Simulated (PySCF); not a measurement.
A PySCF script (with the pyscf-properties extension) for the spin–spin couplings of [CuF4]-, [CuF4]-, on a PBE0-D3(BJ)/def2-SVP geometry:

```python
import basis_set_exchange as bse
import numpy as np
from pyscf import gto, dft
from pyscf.data import nist
from pyscf.prop import ssc

atoms = """
Cu    0.000290    0.000290    0.000006
F     1.762685   -0.003577    0.001718
F    -0.001046    1.762687    0.002831
F    -1.762094    0.002703   -0.001699
F     0.000175   -1.762102   -0.002857
"""
names = {"Cu": "pcSseg-1", "F": "pcJ-1"}
basis = {el: gto.basis.parse(bse.get_basis(n, elements=[el], fmt="nwchem")) for el, n in names.items()}
mol = gto.M(atom=atoms, basis=basis, charge=-1, verbose=0)
mf = dft.RKS(mol, xc="PBE")
mf.grids.level = 2
mf.grids.alignment = dft.numint.BLKSIZE   # the property module wants whole blocks of grid points
mf.conv_tol = 1e-9
mf.kernel()

sc = ssc.RKS(mf)
sc.with_fcsd = True   # Fermi contact and spin-dipole together
sc.max_cycle_cphf = 60
g = {"F": 5.257736}   # nuclear g factors of 19F
sc.nuc_pair = [(i, j) for i in range(mol.natm) for j in range(i + 1, mol.natm)
               if mol.atom_pure_symbol(i) in g and mol.atom_pure_symbol(j) in g]
K = sc.kernel()
unit = nist.HARTREE2J / nist.PLANCK * (0.5 * nist.E_MASS / nist.PROTON_MASS) ** 2
for (i, j), k in zip(sc.nuc_pair, K):
    a, b = mol.atom_pure_symbol(i), mol.atom_pure_symbol(j)
    J = unit * g[a] * g[b] * np.trace(k) / 3
    if abs(J) >= 1:
        print("%s%d %s%d %8.1f Hz" % (a, i, b, j, J))
```

Task: What does it print?

Result: 
```
F1 F2    567.4 Hz
F1 F3  -1728.0 Hz
F1 F4    580.0 Hz
F2 F3    580.0 Hz
F2 F4  -1727.8 Hz
F3 F4    572.9 Hz
```

These numbers come from an equivalent density-fitted implementation of the same equations, which agrees with the script to about 0.1 Hz, so last digits may differ.

Size and cost of the density-fitted run: 153 basis functions, 13 s wall time on 1 thread of an x86-64 server CPU, shared host.
